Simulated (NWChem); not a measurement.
# CH₄O₂Zn; SMILES C[O][Zn][OH]

```xyz
8

Zn    -0.0749     0.4226    -0.0060
O      0.2096     2.1635     0.0850
H      0.1339     2.6231    -0.7571
O     -0.4900    -1.2950     0.0319
C      0.3998    -2.3600     0.0030
H      1.1007    -2.3801     0.8638
H     -0.1646    -3.3107     0.0381
H      1.0214    -2.3995    -0.9164
```
Atoms are numbered in this order, from 1.

All runs use the structure optimised with PBE0/def2-SVP.

List the 4 lowest vertical singlet excitations from PBE/def2-SVPD, TDA (NWChem).


| state | energy (eV) | oscillator strength | leading excitation (squared amplitude) |
|---|---|---|---|
| S1 | 4.12 | 0.005 | HOMO → LUMO (0.99) |
| S2 | 4.75 | 0.043 | HOMO−1 → LUMO (0.91) |
| S3 | 5.17 | 0.036 | HOMO−2 → LUMO (0.96) |
| S4 | 5.51 | 0.007 | HOMO → LUMO+1 (0.62) |
